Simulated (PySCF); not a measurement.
**Structure from NMR data**

Molecular formula: C6H5FO. Simulated spectra:

¹H NMR (300 MHz, computed): δ 7.54 (m, 1H), 6.93 (d, 1H), 6.84 (m, 1H), 6.46 (m, 1H), 4.38 (br s, 1H).

¹³C{¹H} NMR (computed): δ 173.6 (C), 164.9 (C), 136.7 (CH), 115.3 (CH), 112.1 (CH), 105.8 (CH).

PySCF 2.14.0 with density-fitted response routines calculation with structure optimised with GFN2-xTB and σ from GIAO-PBE0/pcSseg-1; no relativistic terms, single conformer, no solvent model.

δ = σ(ref) − σ, references computed at the same level: TMS for ¹H and ¹³C.

Deduce the structure.

Results:


1. The formula gives 4 degrees of unsaturation (1 ring in the answer).
2. 6 carbon signals for 6 carbons: no two carbons are equivalent.
3. Carbon types of the structure: 2 × C, 4 × CH, leaving 1 H on heteroatoms.
4. δC 173.6: aromatic carbon bearing fluorine; an ipso carbon deshielded by its heteroatom.
5. δC 164.9: aromatic carbon bearing oxygen; the electronegative substituent deshields the carbon that carries it.
6. δC 136.7, 115.3, 112.1, 105.8: aromatic CH.
7. δH 7.54, 6.93, 6.84, 6.46: hydrogen on an aromatic CH.
8. δH 4.38: hydrogen on a phenol-type oxygen; labile proton, position sensitive to the medium.

Structure: SMILES Oc1cccc(F)c1.

The shifts were computed for this structure.

OH and NH positions are those of a molecule without intermolecular hydrogen bonds; in solution they move with solvent, concentration and temperature, and exchange usually removes their couplings. Splittings by ¹⁹F in the carbon and heteronuclear signals aren't shown, as no couplings were computed. Shifts are as computed. Against solution values, carbons near 30 ppm lie about +3 ppm off and those near 130 ppm about +5 ppm. Of 246 compounds with measured shifts, 49 miss one by over three times the rms of a fit or turn the order of signals round; such compounds aren't used in these exercises. No couplings were computed; multiplicities are counted from neighbouring protons, with m where these are inequivalent, close in shift, in a saturated or five-membered ring or joined by F or P, and br s for small geminal =CH2 splittings.
